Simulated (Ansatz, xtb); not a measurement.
## C4H3Cl2FS: which of two isomers lies lower

Structure I: `F[C@](Cl)(C=C=S)CCl`, a singlet. Structure II: `FC(Cl)(Cl)CC=C=S`, a singlet. Both are isolated molecules in the gas phase, relaxed with B3LYP/def2-SVP, each in the lowest conformer that the search found.

I (Å):

```
atom    x (Å)    y (Å)    z (Å)
   C   0.5045  -0.2476   1.7285
   C   1.0544   0.8636   2.5695
   C   0.4115   1.9967   2.7796
   C   1.4532  -0.7432   0.6316
  Cl   0.0395  -1.6624   2.7923
  Cl   3.0441  -1.2788   1.2502
   F  -0.6294   0.1614   1.0832
   S  -0.3345   3.3413   3.0298
   H   2.0334   0.6998   3.0311
   H   1.6221   0.0851  -0.0702
   H   0.9825  -1.5853   0.1084
```

II (Å):

```xyz
11

C     0.7240    0.2132    0.8094
C    -0.4973   -0.1728   -0.0306
C    -0.1359   -0.6259   -1.4235
C    -0.3889   -1.8283   -1.8999
Cl    0.1848    0.8908    2.3898
Cl    1.8101   -1.1846    1.0952
F     1.4321    1.1698    0.1711
S    -0.7034   -3.2499   -2.4678
H    -1.0599   -0.9436    0.5122
H    -1.1272    0.7320   -0.0760
H     0.3742    0.0865   -2.0830
```

Quicker runs give these differences E(II) − E(I): GFN2-xTB −0.011 eV; HF/STO-3G +0.044 eV (at GFN2-xTB geometries); r2SCAN-D4/def2-SVP −0.022 eV (at GFN2-xTB geometries).

Problem. Which of the two would you expect CCSD(T)/def2-SVP + ΔMP2/def2-TZVPP electronic energies to favour?

Solution. Too close to call at this level: CCSD(T)/def2-SVP + ΔMP2/def2-TZVPP gives E(II) − E(I) = +0.019 eV.

How the difference moves with the method:

```tsv
level	geometry	E(II) − E(I) (eV)	departure from the last row (eV)	job, with rough time for the two
GFN2-xTB	GFN2-xTB	−0.011	−0.030	optimisation, 0.31 s
HF/STO-3G	GFN2-xTB	+0.044	+0.024	single point, 0.48 s
r2SCAN-D4/def2-SVP	GFN2-xTB	−0.022	−0.041	single point, 4.3 s
B3LYP/def2-SVP	B3LYP/def2-SVP	−0.008	−0.028	optimisation, 49 s
HF/def2-SVP	B3LYP/def2-SVP	+0.055	+0.035	part of the CCSD(T) run
MP2/def2-SVP	B3LYP/def2-SVP	−0.001	−0.020	part of the CCSD(T) run
CCSD(T)/def2-SVP	B3LYP/def2-SVP	+0.009	−0.011	single point
CCSD(T)/def2-SVP + ΔMP2/def2-TZVPP	B3LYP/def2-SVP	+0.019		single point, 78 s
```

As drawn, both hold the same kinds of bond in the same numbers.

The largest departure from CCSD(T)/def2-SVP + ΔMP2/def2-TZVPP is that of r2SCAN-D4/def2-SVP, 0.041 eV. The last row adds to CCSD(T) the change of the MP2 difference between the two basis sets, here +0.011 eV.

With thermal terms from frequencies at re-optimised GFN2-xTB minima (ideal gas, soft modes damped towards free rotors, one conformer each, 298.15 K, 1 atm): on the last row, ΔE + ΔZPE = +0.024, ΔH = +0.025, ΔG = +0.031 eV.

The correlated steps freeze 20 core orbitals. Mirror images aren't counted in ΔG. Programs: Ansatz 0.2.0, xtb 6.7.1; the last row on 4 threads of Arm Neoverse V2 on a shared host.
